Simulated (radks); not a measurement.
Species: Co XIII. Configuration: [Ne] 3s2 3p3. Calculated with a radial shooting solver on a logarithmic mesh with Libxc functionals: scalar-relativistic Kohn-Sham, PBE, spin-unpolarised, spherical densities, finite nucleus; Fermi nuclear charge, rms radius 3.7875 fm.

Unscreened Slater integrals over Kohn-Sham orbitals (eV).

integral    value
F0(3p,3p)  36.298
F2(3p,3p)  18.445
F0(3p,3s)  36.198
G1(3p,3s)  23.955
F0(3p,2p)  48.406
F2(3p,2p)  11.190
G0(3p,2p)  4.5028
G2(3p,2p)  4.8121
F0(3p,2s)  47.212
G1(3p,2s)  3.5062
F0(3s,3s)  36.156
F0(3s,2p)  47.542
G1(3s,2p)  4.5289
F0(3s,2s)  46.683
G0(3s,2s)  3.6043
F0(2p,2p)  111.31
F2(2p,2p)  52.548
F0(2p,2s)  102.61
G1(2p,2s)  59.177
F0(2s,2s)  96.995

Derived for the open shells (J is the average intra-shell exchange parameter used in DFT+U). 3p: J = F2/5 = 3.689 eV.
